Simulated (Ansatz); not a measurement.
A structure relaxed at PBE0-D4/def2-SVP in Ansatz, charge 0, singlet:

| atom | x (Å) | y (Å) | z (Å) |
| --- | --- | --- | --- |
| Be1 | 0.1285 | 0.7377 | -1.5246 |
| Be2 | -1.0879 | 1.0680 | 0.7516 |
| Be3 | 0.1761 | -0.9730 | 1.7665 |
| Be4 | 1.4282 | -1.3130 | -0.5785 |
| Se5 | -1.3384 | 2.2898 | -1.0470 |
| Se6 | 0.7251 | -2.6628 | 0.7732 |
| Se7 | -1.8079 | -0.1180 | -0.9479 |
| Se8 | -0.2916 | 0.8063 | 2.6131 |
| Se9 | 2.0679 | 0.1651 | -1.8063 |

Question: Give its formula and point group.

Answer: the cluster Be₄Se₅. Point group Cs (tolerance 0.1 Å).

Question: Summarise the bond lengths by kind (pairs closer than 1.2 times the sum of covalent radii, bridged metal pairs left out).

Answer: 10 × Be–Se 2.03 to 2.19 Å; 1 × Se–Se 2.46 Å.

Another isomer (singlet) lies 0.99 eV lower at PBE0-D4/def2-TZVP; other spin states weren't run for this one.
